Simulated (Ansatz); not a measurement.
System: C3H9BN, net charge 0, doublet state. It need not be the lowest isomer of its formula. 
Geometry from a B3LYP-D3(BJ)/def2-TZVP (Ansatz, a program for electronic structure) optimisation:
```xyz
14

C      1.9582    -0.2380    -0.6014
N      0.9205     0.4803    -0.0597
B     -0.4312     0.0803     0.1429
C     -1.4303     1.1113     0.7924
C     -0.8777    -1.3705    -0.2868
H      2.9316     0.2156    -0.6849
H      1.7790    -1.2457    -0.9341
H      1.1722     1.4157     0.2269
H     -2.2794     1.2971     0.1255
H     -0.9865     2.0792     1.0410
H     -1.8653     0.7003     1.7100
H     -0.7120    -1.5405    -1.3564
H     -0.2964    -2.1394     0.2338
H     -1.9321    -1.5622    -0.0835
```
Charge 0, spin multiplicity 2.

Property: atomisation energy (electronic, to ground-state atoms), in kJ/mol. Correlated levels leave the core frozen unless marked. Open shells are spin-unrestricted. Spin-orbit coupling is left out. Non-relativistic. The coupled-cluster limit lacks core correlation, which all-electron functionals hold. Basis-set limits of correlation are two-point, X^-3; Hartree-Fock from the larger set.

| level | program | atomisation energy (kJ/mol) |
|---|---|---|
| HF/cc-pVTZ | Ansatz | 4092.4 |
| PBE-D3(BJ)/def2-TZVPD | Ansatz + dftd3 | 5557.2 |
| BLYP-D3(BJ)/def2-TZVPD | Ansatz + dftd3 | 5443.5 |
| BHLYP-D3(BJ)/def2-TZVPD | Ansatz + dftd3 | 5340.9 |
| B2GP-PLYP-D4/def2-TZVPD | Ansatz + dftd4 | 5373.2 |
| RI-MP2/cc-pVQZ | Ansatz | 5418.3 |

Question: Predict the CCSD(T)/CBS(cc-pVTZ,cc-pVQZ) result (Ansatz).

Answer: 5413.1 kJ/mol, so RI-MP2/cc-pVQZ differs from it by 5.2 kJ/mol.
